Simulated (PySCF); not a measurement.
SMILES c1cccc(c1B)Cl (C₆H₆BCl), GFN2-xTB optimised geometry.

```
14

B     -1.47    -1.80     0.00
C     -0.59    -0.53     0.00
C     -1.20     0.74     0.00
C     -0.47     1.92     0.00
C      0.91     1.87     0.00
C      1.56     0.65     0.00
C      0.81    -0.53     0.00
Cl     1.70    -2.01     0.00
H     -2.63    -1.68     0.01
H     -1.01    -2.87    -0.01
H     -2.28     0.78     0.00
H     -0.98     2.87     0.00
H      1.49     2.78     0.00
H      2.63     0.59     0.00
```

Density from PySCF with B3LYP/def2-TZVP at that geometry.

Minimum of the electron density along straight lines between bonded atoms, close to the bond critical point (lines longer than 1.1 times the sum of covalent radii, or with two minima, are not listed):

| bond | length / Å | ρ at the minimum / e bohr⁻³ | ∇²ρ there / e bohr⁻⁵ | position (fraction from the first atom) |
|---|---|---|---|---|
| B1–C2 | 1.548 | 0.191 | -0.18 | 0.33 |
| C2–C3 | 1.405 | 0.312 | -0.91 | 0.49 |
| C3–C4 | 1.380 | 0.328 | -1.00 | 0.50 |
| C4–C5 | 1.386 | 0.324 | -0.98 | 0.50 |
| C5–C6 | 1.383 | 0.325 | -0.98 | 0.50 |
| C2–C7 | 1.405 | 0.312 | -0.91 | 0.47 |
| C6–C7 | 1.386 | 0.325 | -0.98 | 0.48 |
| C7–Cl8 | 1.727 | 0.209 | -0.34 | 0.42 |
| B1–H9 | 1.169 | 0.194 | -0.36 | 0.44 |
| B1–H10 | 1.167 | 0.197 | -0.39 | 0.44 |
| C3–H11 | 1.080 | 0.292 | -1.06 | 0.65 |
| C4–H12 | 1.080 | 0.289 | -1.04 | 0.64 |
| C5–H13 | 1.080 | 0.291 | -1.05 | 0.65 |
| C6–H14 | 1.079 | 0.290 | -1.05 | 0.65 |
